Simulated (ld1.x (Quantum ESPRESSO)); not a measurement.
**Transferability test, PAW potential for silver**

Ag, PAW, made with ld1.x (Quantum ESPRESSO) 7.5 (PBE, scalar-relativistic). Core [Ar] 3d10 4s2, reference 4p6 4d10 5s1 5p0. Waves: 5s (bound): rcut 2.10, rcutus 2.80 bohr; 5s channel at 1.4 Ry: rcut 2.10, rcutus 2.80 bohr; 4p (bound): rcut 1.35, rcutus 1.50 bohr; 5p (bound, empty): rcut 1.35, rcutus 1.50 bohr; 4d (bound): rcut 1.35, rcutus 1.55 bohr; 4d channel at 0.1 Ry: rcut 1.35, rcutus 1.55 bohr. Local part: all-electron potential smoothed inside 1.90 bohr (lloc = -1). Core correction: Bessel-smoothed model core inside 1.30 bohr. Augmentation charge: PSQ, inside the norm-conserving radii.

Energies are relative to the spin-unpolarised reference configuration 4p6 4d10 5s1 5p0; without spin polarisation the order of configurations can differ from experiment. The frozen-core shift is the all-electron ΔE with the core orbitals held at their reference shape minus the fully relaxed ΔE.

Task: Give the all-electron excitation energy and the error of the potential for: 4p6 4d10 5s0 5p0; 4p6 4d9 5s0 5p0; 4p6 4d8 5s0 5p0; 4p6 4d9 5s1 5p0; 4p5 4d10 5s1 5p0; 4p6 4d10 5s0.5 5p0; 4p6 4d9 5s2 5p0.

Result:

```
valence configuration  charge  ΔE all-electron (eV)  error AE − PS (meV)  frozen-core shift (meV)
     4p6 4d10 5s0 5p0      +1                 7.757                 -1.9                     +2.2
      4p6 4d9 5s0 5p0      +2                29.871                 -6.9                     +4.6
      4p6 4d8 5s0 5p0      +3                66.064                  -34                      +32
      4p6 4d9 5s1 5p0      +1                13.152                 -1.3                     +1.8
     4p5 4d10 5s1 5p0      +1                65.245                  -50                      +49
   4p6 4d10 5s0.5 5p0    +0.5                 3.017                 -0.6                     +0.9
      4p6 4d9 5s2 5p0       0                 4.077                 -0.6                     +0.9
```

Levels in the configuration 4p6 4d9 5s1 5p0:

```
level  all-electron (eV)  pseudo (eV)
   4p            -71.168      -71.176
   4d            -19.243      -19.244
   5s            -12.762      -12.759
```
